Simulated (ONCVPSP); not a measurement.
Potentials for titanium (Ti) compared

Generated with ld1.x 7.5 (TM, RRKJ, ultrasoft, PAW), atompaw 4.2 or ONCVPSP 4.0.1. The cutoff is in Ry: for ld1.x and atompaw files where the sum of valence levels is converged to 10 mRy in a Bessel basis, for ONCV files where the hardest occupied wave has 1 mHa per electron of residual kinetic energy. The error is the largest all-electron minus pseudo excitation energy over each file’s own four to seven test configurations (ionisations up to +4, promotions, holes and added fractions of an electron), all of which were solved. The labels leave out finer settings (local radius, basis sizes, second energies), which also bear on the numbers. Spin-polarised tests are not counted. The rows are a selection from randomly drawn settings: files with unsolved tests, undetermined cutoffs or missed reference levels are left out.

A true bound ghost makes a file unfit for plane-wave use even where its test errors are small: the radial tests pick states by their node count and pass the ghost by.

```tsv
potential	cutoff (Ry)	largest error (meV)	bound ghosts
ONCV, PBE, scalar-relativistic, rc 1.00/1.35/2.05 (spd), local smoothed, core correction no, reference 3s2 3p6 3d1, qcut 5.8/7.9/8.5, projectors 3/3/2	432	+283	none
ONCV, PBE, fully relativistic, rc 1.90/1.10/2.50/1.90 (spdf), local smoothed, core correction yes, reference 3s2 3p6 3d2 4s2, qcut 8.1/8.8/5.1/5.4, projectors 2/2/2/2	57	+359	none
ONCV, Wu-Cohen, scalar-relativistic, rc 1.95/1.60/2.20 (spd), local smoothed, core correction no, reference 3s2 3p6 3d2 4s2, qcut 5.7/8.3/7, projectors 2/3/2	42	+152	none
ONCV, PBE, scalar-relativistic, rc 1.50/1.00/1.14 (spd), local smoothed, core correction yes, reference 3s2 3p6 3d2.5 4s1.5, qcut 7.7/8.9/11.6, projectors 2/1/2	107	+1.8	none
ONCV, PBEsol, scalar-relativistic, rc 1.70/1.75/1.55 (spd), local d, core correction yes, reference 3s2 3p6 3d2 4s2, qcut 7.5/6.3/8.4, projectors 2/2/0	61	+8.8	s
ONCV, BLYP, scalar-relativistic, rc 1.70/1.80/1.35/1.65 (spdf), local smoothed, core correction yes, reference 3s2 3p6 3d2 4s1 4p1, qcut 7.3/7.8/11.6/7.6, projectors 2/3/2/3	102	+16	none
```

(1) Fill in the row for Ti: ONCV, PBEsol, scalar-relativistic, rc 2.55/2.20/2.40 (spd), local p, core correction no, reference 3d2 4s1.5, qcut 2.1/4.1/7.1, projectors 2/0/2.

(2) Fill in the row for Ti: ONCV, LDA (Perdew-Zunger), scalar-relativistic, rc 1.55/1.35/2.00 (spd), local smoothed, core correction yes, reference 3s2 3p6 3d2 4s2, qcut 6.6/8.6/8.6, projectors 2/3/2.

Answers

(1) cutoff 38 Ry, largest error +94 meV, bound ghosts: none.

(2) cutoff 51 Ry, largest error +75 meV, bound ghosts: none.
